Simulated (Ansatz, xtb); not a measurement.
## CH3AgGa+: which of two structures lies lower

Structure X is a singlet given by its coordinates and structure Y is a singlet given by its coordinates. Both are isolated ions in the gas phase, relaxed with PBE0-D3(BJ)/def2-SVP.

X (Å):

```xyz
6

C     0.3328    0.6490    0.0453
Ag    3.0790   -0.9004   -3.0065
Ga    1.5445   -0.0346   -1.3013
H     0.5365    1.7176    0.2222
H     0.4706    0.0935    0.9872
H    -0.7085    0.5306   -0.2957
```

Close contacts (Å): C1–Ga3 1.94, Ag2–Ga3 2.45, C1–H4 1.10, C1–H5 1.10, C1–H6 1.10.

Y (Å):

```xyz
6

C    -0.2661    1.3766    0.2763
Ag    1.5383    0.2636    0.5088
Ga   -0.5479   -0.2261   -1.5602
H    -0.1387    2.0980    1.1031
H    -1.2088    0.8368    0.4935
H    -0.3521    1.9885   -0.6433
```

Close contacts (Å): C1–Ag2 2.13, C1–Ga3 2.45, Ag2–Ga3 2.98, C1–H4 1.10, C1–H5 1.11, C1–H6 1.11.

Problem. Estimate E(Y) − E(X) at the level CCSD(T)/def2-TZVP.

Solution. Calculated at CCSD(T)/def2-TZVP: E(Y) − E(X) = +21.5 kcal/mol, so structure X lies lower.

How the difference moves with the method:

```
               level              geometry  E(Y) − E(X) (kcal/mol)  departure from the last row (kcal/mol)  job, with rough time for the two
PBE0-D3(BJ)/def2-SVP  PBE0-D3(BJ)/def2-SVP                     +21.5                                     0.0                optimisation, 49 s
        HF/def2-TZVP  PBE0-D3(BJ)/def2-SVP                     +30.6                                    +9.1           part of the CCSD(T) run
       MP2/def2-TZVP  PBE0-D3(BJ)/def2-SVP                     +22.3                                    +0.8           part of the CCSD(T) run
   CCSD(T)/def2-TZVP  PBE0-D3(BJ)/def2-SVP                     +21.5                                                     single point, 3.3 min
```

The levels shown agree on the order. The largest departure from CCSD(T)/def2-TZVP is that of HF/def2-TZVP, 9.1 kcal/mol. Levels run at GFN2-xTB geometries aren't shown.

With harmonic frequencies from PBE0-D3(BJ)/def2-SVP (ideal gas, rigid rotor, one conformer each, 298.15 K, 1 atm): the zero-point term adds −0.3 kcal/mol; ΔH is +21.1 and ΔG +20.0 kcal/mol.

The correlated steps freeze 10 core orbitals; the filled d shell of Ga is correlated; the last core shell of Ag is correlated, in a basis made for valence electrons. Atoms past krypton carry core potentials in the def2 sets and no spin–orbit term is included. Codes used: Ansatz 0.2.0; the last row on 1 thread of Arm Neoverse V1 on a shared host.
